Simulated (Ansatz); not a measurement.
Input file for Ansatz (an electronic-structure program): R-CCSD(T)/cc-pVTZ on C3H8O (SMILES CCCO), a point of a torsion scan.

Ansatz 0.2 input:
```yaml
crystal:
  periodic: [false, false, false]
  atoms:
    - {symbol: C, position_ang: [-1.19423395, 0.76982784, 0.11944944]}
    - {symbol: C, position_ang: [-0.42549931, -0.48425439, -0.27594437]}
    - {symbol: C, position_ang: [0.97250222, -0.51622122, 0.35032149]}
    - {symbol: O, position_ang: [1.53485523, -1.80693070, 0.38501881]}
    - {symbol: H, position_ang: [-2.17740327, 0.77421059, -0.34475557]}
    - {symbol: H, position_ang: [-0.65956316, 1.66161871, -0.19982174]}
    - {symbol: H, position_ang: [-1.32266059, 0.81577211, 1.19866263]}
    - {symbol: H, position_ang: [-0.97987663, -1.36314382, 0.06915968]}
    - {symbol: H, position_ang: [-0.34452925, -0.55377985, -1.36129882]}
    - {symbol: H, position_ang: [1.67016569, 0.09361327, -0.22661137]}
    - {symbol: H, position_ang: [0.92021312, -0.10522271, 1.37082300]}
    - {symbol: H, position_ang: [0.93773071, -2.39091911, 0.86573404]}
basis:
  gaussian:
    orbitals: cc-pVTZ
magnetization: {spin_polarized: false}
correlation: {method: ccsd_t, electrons: outside_noble_gas}
scf: {lower_state_search: off}
```

The head of its log:

```
WARN ansatz: RAYON_NUM_THREADS=1 ignored (pool sized by the plan → 1); use --threads N
Functional definition: HF
these checks for a lower state are left out or cut short: stability, starts, cluster_reference, orbital_swaps, neighbouring_geometries, increment
integrals: 1.27 GiB planned
1312 factors; integrals over basis functions are off by at most 1.1e-3 eV
mean field: 0.66 GiB planned
mean field evaluation 1: about -5253.4244 eV, gradient 3.8e1 eV
mean field evaluation 2: about -5253.6121 eV, gradient 3.8e1 eV
mean field evaluation 4: about -5256.8743 eV, gradient 4.0e0 eV
mean field evaluation 8: about -5256.9198 eV, gradient 2.2e-1 eV
mean field -5256.92001627 eV, -193.1882473297 hartree, gradient 2.6e-6 eV, S^2 0.000000; 0 other end points of the search recorded, 0 dependent functions left out
4 core orbitals not correlated
reference -5256.92001627 eV, -193.1882473297 hartree; 13, 13 occupied and 215, 215 virtual orbitals, 1312 factors
```

Task: What total energy does the run end on?

Result: -194.0330 hartree (reference determinant -193.1882, T1 diagnostic 0.009).
